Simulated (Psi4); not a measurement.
osmium atom (Os), quintet (core potentials on Os); CAM-B3LYP/def2-QZVP in Psi4.

Here is a job for Psi4.
```
memory 2 GB

molecule {
0 5
Os    0.00000000    0.00000000    0.00000000
}

set {
  basis def2-qzvp
  reference uks
}

energy('cam-b3lyp')
print_variables()
```

**Question.** Predict the main parts of the log of this Psi4 run.

**Answer.** 
```
   => Loading Basis Set <=

    Name: DEF2-QZVP
    Role: ORBITAL
    Keyword: BASIS

    !!!  WARNING: ECP capability is in beta. Please check occupations closely.  !!!

         ---------------------------------------------------------
                                   SCF
               by Justin Turney, Rob Parrish, Andy Simmonett
                          and Daniel G. A. Smith
                              UKS Reference
         ---------------------------------------------------------

  ==> Geometry <==

    Molecular point group: d2h
    Geometry (in Angstrom), charge = 0, multiplicity = 5:

       Center              X                  Y                   Z               Mass
    ------------   -----------------  -----------------  -----------------  -----------------
         OS           0.000000000000     0.000000000000     0.000000000000   191.961477000000

  Running in d2h symmetry.

  Rotational constants: A = ************  B = ************  C = ************ [cm^-1]
  Rotational constants: A = ************  B = ************  C = ************ [MHz]
  Nuclear repulsion =    0.000000000000000

  Charge       = 0
  Multiplicity = 5
  Electrons    = 16
  Nalpha       = 10
  Nbeta        = 6

  ==> Algorithm <==

  SCF Algorithm Type is DF.
  DIIS enabled.
  MOM disabled.
  Fractional occupation disabled.
  Guess Type is CORE.
  Energy threshold   = 1.00e-06
  Density threshold  = 1.00e-06
  Integral threshold = 1.00e-12

  ==> Primary Basis <==

  Basis Set: DEF2-QZVP
    Blend: DEF2-QZVP
    Number of shells: 20
    Number of basis functions: 72
    Number of Cartesian functions: 91
    Spherical Harmonics?: true
    Max angular momentum: 4

  Core potential: DEF2-QZVP
    Number of shells: 4
    Number of ECP primitives: 10
    Number of ECP core electrons: 60
    Max angular momentum: 3

  ==> DFT Potential <==

   => LibXC <=

    Version 7.1.2
    S. Lehtola, C. Steigemann, M. J. T. Oliveira, and M. A. L. Marques,  SoftwareX 7, 1–5 (2018) (10.1016/j.softx.2017.11.002)

   => Composite Functional: CAM-B3LYP <=

    CAM-B3LYP Hyb-GGA Exchange-Correlation Functional

    T. Yanai, D. P. Tew, and N. C. Handy,  Chem. Phys. Lett. 393, 51 (2004) (10.1016/j.cplett.2004.06.011)

    Deriv               =              1
    GGA                 =           TRUE
    Meta                =          FALSE

    Exchange Hybrid     =           TRUE
    MP2 Hybrid          =          FALSE

   => Exchange Functionals <=

    0.3500         Becke 88 [omega = 0.3300]
    0.4600   Short-range recipe for B88 functional - erf [omega = 0.3300]

   => Exact (HF) Exchange <=

    0.4600            HF,LR [omega = 0.3300]
    0.1900               HF

   => Correlation Functionals <=

    0.1900   Vosko, Wilk & Nusair (VWN5)
    0.8100   Lee, Yang & Parr

   => LibXC Density Thresholds  <==

    XC_HYB_GGA_XC_CAM_B3LYP:  1.00E-14

   => Molecular Quadrature <=

    Radial Scheme          =       TREUTLER
    Pruning Scheme         =           NONE
    Nuclear Scheme         =       TREUTLER

    Blocking Scheme        =         OCTREE
    BS radius alpha        =              1
    Pruning alpha          =              1
    Radial Points          =             75
    Spherical Points       =            302
    Total Points           =          21714
    Total Blocks           =            242
    Max Points             =            244
    Max Functions          =             72
    Weights Tolerance      =       1.00E-15

   => Loading Basis Set <=

    Name: (DEF2-QZVP AUX)
    Role: JKFIT
    Keyword: DF_BASIS_SCF

  ==> Integral Setup <==

  SCF_SUBTYPE=INCORE selected. In-core MEM_DF algorithm will be used.
  Using in-core AOs.

  ==> MemDFJK: Density-Fitted J/K Matrices <==

    J tasked:                   Yes
    K tasked:                   Yes
    wK tasked:                  Yes
    Omega:                3.300E-01
    Algorithm:                 Core
    Schwarz Cutoff:           1E-12
    Mask sparsity (%):       0.0000
    Fitting Condition:        1E-10

   => Auxiliary Basis Set <=

  Basis Set: (DEF2-QZVP AUX)
    Blend: DEF2-UNIVERSAL-JKFIT
    Number of shells: 45
    Number of basis functions: 227
    Number of Cartesian functions: 341
    Spherical Harmonics?: true
    Max angular momentum: 6

  Minimum eigenvalue in the overlap matrix is 6.0018765233E-03.
  Reciprocal condition number of the overlap matrix is 1.6083081086E-03.
    Using symmetric orthogonalization.

  ==> Pre-Iterations <==

  SCF Guess: Core (One-Electron) Hamiltonian.

   -------------------------------------------------------
    Irrep   Nso     Nmo     Nalpha   Nbeta   Ndocc  Nsocc
   -------------------------------------------------------
     Ag        18      18       4       2       2       2
     B1g        6       6       1       1       1       0
     B2g        6       6       1       0       0       1
     B3g        6       6       1       0       0       1
     Au         3       3       0       0       0       0
     B1u       11      11       1       1       1       0
     B2u       11      11       1       1       1       0
     B3u       11      11       1       1       1       0
   -------------------------------------------------------
    Total      72      72      10       6       6       4
   -------------------------------------------------------

  ==> Iterations <==

                           Total Energy        Delta E     RMS |[F,P]|

    Occupation by irrep:
             Ag   B1g   B2g   B3g    Au   B1u   B2u   B3u
    DOCC [     2,    0,    0,    0,    0,    1,    1,    2 ]
    SOCC [     1,    0,    1,    0,    0,    1,    1,    0 ]
    NA   [     3,    0,    1,    0,    0,    2,    2,    2 ]
    NB   [     2,    0,    0,    0,    0,    1,    1,    2 ]

   @DF-UKS iter   1:   -82.07466367250180   -8.20747e+01   1.80817e-01 ADIIS
    Occupation by irrep:
             Ag   B1g   B2g   B3g    Au   B1u   B2u   B3u
    DOCC [     2,    1,    0,    0,    0,    1,    1,    1 ]
    SOCC [     2,    0,    1,    1,    0,    0,    0,    0 ]
    NA   [     4,    1,    1,    1,    0,    1,    1,    1 ]
    NB   [     2,    1,    0,    0,    0,    1,    1,    1 ]

   @DF-UKS iter   2:   -79.97756728902657    2.09710e+00   1.34753e-01 ADIIS
   @DF-UKS iter   3:   -90.30981666232385   -1.03322e+01   1.59811e-02 DIIS/ADIIS
   @DF-UKS iter   4:   -90.45659679655597   -1.46780e-01   1.00483e-02 DIIS/ADIIS
   @DF-UKS iter   5:   -90.48309870634463   -2.65019e-02   2.47391e-03 DIIS/ADIIS
   @DF-UKS iter   6:   -90.48574705552620   -2.64835e-03   4.62623e-04 DIIS/ADIIS
   @DF-UKS iter   7:   -90.48610027731607   -3.53222e-04   2.32193e-04 DIIS/ADIIS
   @DF-UKS iter   8:   -90.48682202822575   -7.21751e-04   1.64150e-04 DIIS/ADIIS
   @DF-UKS iter   9:   -90.48735386460173   -5.31836e-04   1.09921e-04 DIIS/ADIIS
   @DF-UKS iter  10:   -90.48751239947613   -1.58535e-04   1.20606e-04 DIIS/ADIIS
   @DF-UKS iter  11:   -90.48760897766344   -9.65782e-05   1.13695e-04 DIIS/ADIIS
   @DF-UKS iter  12:   -90.48736929824470    2.39679e-04   1.57604e-04 DIIS/ADIIS
   @DF-UKS iter  13:   -90.48727110379230    9.81945e-05   1.13049e-04 DIIS/ADIIS
   @DF-UKS iter  14:   -90.48726418096436    6.92283e-06   8.70462e-06 DIIS
   @DF-UKS iter  15:   -90.48726421478877   -3.38244e-08   5.81936e-06 DIIS
   @DF-UKS iter  16:   -90.48726420944398    5.34479e-09   4.36120e-07 DIIS
  Energy and wave function converged.

  ==> Post-Iterations <==

   Electrons on quadrature grid:
      Nalpha   =   10.0000000000 ; deviation = -2.487e-14
      Nbeta    =    6.0000000000 ; deviation = -1.865e-14
      Ntotal   =   16.0000000000 ; deviation = -4.352e-14

   @Spin Contamination Metric:   2.353085035E-03
   @S^2 Expected:                6.000000000E+00
   @S^2 Observed:                6.002353085E+00
   @S   Expected:                2.000000000E+00
   @S   Observed:                2.000000000E+00

    Orbital Energies [Eh]
    ---------------------

    Alpha Occupied:

[...]
       4Ag    -0.275661

    Alpha Virtual:

[...]
    Beta Occupied:

[...]
    Beta Virtual:

[...]
    Final Occupation by Irrep:
             Ag   B1g   B2g   B3g    Au   B1u   B2u   B3u
    DOCC [     2,    1,    0,    0,    0,    1,    1,    1 ]
    SOCC [     2,    0,    1,    1,    0,    0,    0,    0 ]
    NA   [     4,    1,    1,    1,    0,    1,    1,    1 ]
    NB   [     2,    1,    0,    0,    0,    1,    1,    1 ]

  @DF-UKS Final Energy:   -90.48726420944398

   => Energetics <=

    Nuclear Repulsion Energy =              0.0000000000000000
    One-Electron Energy =                -156.0795623599516375
    Two-Electron Energy =                  72.1784553202071635
    DFT Exchange-Correlation Energy =      -6.5861571696995105
    Empirical Dispersion Energy =           0.0000000000000000
    VV10 Nonlocal Energy =                  0.0000000000000000
    Total Energy =                        -90.4872642094439783

  UHF NO Occupations:
  HONO-2 :    1B3g 1.0000000
  HONO-1 :    4 Ag 1.0000000
  HONO-0 :    1B2g 1.0000000
  LUNO+0 :    5 Ag 0.0003938
  LUNO+1 :    2B1g 0.0003933
  LUNO+2 :    2B2u 0.0001236
  LUNO+3 :    2B3u 0.0001236

Computation Completed

Properties will be evaluated at   0.000000,   0.000000,   0.000000 [a0]

Properties computed using the SCF density matrix

 Multipole Moments:

 ------------------------------------------------------------------------------------
     Multipole            Electronic (a.u.)      Nuclear  (a.u.)        Total (a.u.)
 ------------------------------------------------------------------------------------

 L = 1.  Multiply by 2.5417464519 to convert [e a0] to [Debye]
 Dipole X            :          0.0000000            0.0000000            0.0000000
 Dipole Y            :          0.0000000            0.0000000            0.0000000
 Dipole Z            :          0.0000000            0.0000000            0.0000000
 Magnitude           :                                                    0.0000000

 ------------------------------------------------------------------------------------

  Variable Map:
  ----------------------------------------------------------------------------
[...]
  Array Variable Map:
  ----------------------------------------------------------------------------
[...]
[...]
```
